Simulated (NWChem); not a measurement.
## Basis-set convergence for BFI$_{2}$

```xyz
4

B      0.0000     0.0000    -0.8079
F      0.0000     0.0000    -2.1184
I     -1.8817     0.0000     0.2180
I      1.8817     0.0000     0.2180
```
Charge 0, spin multiplicity 1.

The numbers come from NWChem runs, not from measurements. The geometry was optimised at B3LYP/def2-SVP with def2 effective core potentials on I, a minimum by its harmonic frequencies.

Quantity: LUMO energy at the level PBE.

Effective core potentials replace the inner electrons of I; spin-orbit coupling is left out. The structure started from a generated list of species.

Costs are rough ratios of processor time within this set of runs, SCF included, with def2-SVP as 1.

**Question.** In def2-TZVPD the value is -2.66 eV. Among def2-SVP, def2-SVPD, def2-TZVPP, def2-TZVP, which is the smallest basis within 0.1 eV of it?

**Answer.** def2-SVPD, with 113 functions against 195 and about 20 % of the time (also within reach: def2-TZVPP, def2-TZVP). def2-TZVPD isn't the basis-set limit itself, and a small set can land close by cancellation.

| basis | functions | LUMO energy (eV) | relative cost |
|---|---|---|---|
| def2-SVP | 80 | -2.47 | 1 |
| def2-SVPD | 113 | -2.71 | under 3 |
| def2-TZVPP | 162 | -2.61 | 5 |
| def2-TZVP | 162 | -2.61 | 5 |
| def2-TZVPD | 195 | -2.66 | 10 |
